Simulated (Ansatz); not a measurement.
Reaction (ligand exchange at the Si–S bond): `C[SiH2]S[SiH2]Cl` + `[NH2][AlH2]` → `C[SiH2][NH][AlH2]` + `S[SiH2]Cl`

Isolated molecules relaxed with PBE0-D4/def2-TZVP in Ansatz; ΔE leaves out vibrations. CBS: MP2 limit from def2 TZ/QZ plus the TZ coupled-cluster correction, frozen cores. This one scheme is used for every species. Functionals use def2-TZVPP. B3LYP here is the variant with VWN-RPA as its local correlation; programs differ in this. One conformer a species, not always the lowest.

```tsv
level	ΔE (kJ/mol)	difference from CCSD(T)/CBS
B3LYP-D4	7.7	-1.8
ωB97X-V	8.6	-0.9
ωB97M-V	8.9	-0.6
B2PLYP	4.4	-5.1
PBE	13.8	4.3
r2SCAN	11.1	1.6
PBE0	12.6	3.1
B3LYP	2.4	-7.1
MP2/def2-TZVPP	9.8	0.3
SCS-MP2/def2-TZVPP	4.8	-4.7
CCSD/def2-TZVPP	2.6	-6.9
CCSD(T)/def2-TZVPP	5.0	-4.5
MP2/def2-QZVPP	12.1	2.6
SCS-MP2/def2-QZVPP	7.1	-2.4
MP2/CBS(def2)	14.4	4.9
CCSD/CBS(def2)	7.2	-2.3
CCSD(T)/CBS	9.5	0
```

Largest T1 diagnostic among the species: 0.011.

In def2-TZVPP, CCSD(T) changes the Hartree–Fock value by +9.7 kJ/mol (the triples alone add +2.3 kJ/mol) and MP2 by +14.5 kJ/mol. The D4 term adds +5.3 kJ/mol with B3LYP and +3.0 kJ/mol with PBE0; it sums over pairs of atoms, weighted by their polarisabilities, and B3LYP, whose exchange is more repulsive, gets the larger term.
